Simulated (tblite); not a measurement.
C4H5, charge -1, singlet, at a GFN2-xTB geometry; tblite 0.6.0 with GFN1-xTB.

Here is a job for tblite.
```
$ tblite run mol.xyz --method gfn1 --charge -1 --spin 0 --json tblite.json --no-restart

# file mol.xyz
9

C     -0.00477750    -0.00846867     0.42733059
C     -0.00174017    -0.76951404    -0.83385328
C      0.02025666     0.75423460    -0.88448337
C     -0.02048610    -0.11308971     1.73328716
H     -0.90781767    -1.26894023    -1.19210447
H      0.89751813    -1.29434815    -1.17242457
H      0.93628317     1.22602460    -1.25140807
H     -0.87391678     1.25150097    -1.27114099
H     -0.01158415     0.90678977     2.23339151
```

Output, abridged:

```
xTB calculator
 | screened Coulomb repulsion
 | Coulomb electrostatics
 |  * isotropic Klopman-Ohno-Mataga-Nishimoto electrostatics
 |  * onsite third-order electrostatics
 | DFT-D3(BJ) dispersion correction

halogen bonding energy    0.0000000000000E+00 Eh
repulsion energy          1.7404858555715E-01 Eh
dispersion energy        -2.2940342224027E-03 Eh
number of electrons       2.2000000000000E+01 e
integral cutoff           1.9731147476801E+01 bohr

------------------------------------------------------------
  cycle        total energy    energy error   density error
------------------------------------------------------------
      1     -11.15199519660  -1.1323750E+01   7.1485777E-01
      2     -11.21263334789  -6.0638151E-02   4.1019682E-01
      3     -11.21318153464  -5.4818675E-04   1.2028994E-01
      4     -11.21388378640  -7.0225176E-04   5.6263715E-03
      5     -11.21390448938  -2.0702976E-05   2.2338210E-03
      6     -11.21390668169  -2.1923089E-06   7.8987591E-05
      7     -11.21390668786  -6.1777179E-09   2.7072096E-05
      8     -11.21390668807  -2.1106850E-10   6.7543115E-06
------------------------------------------------------------

electronic energy        -1.1385661239410E+01 Eh
total energy             -1.1213906688075E+01 Eh

Post processing:
 | Mayer-Wiberg bond orders

[Info] JSON dump of results written to 'tblite.json'
```
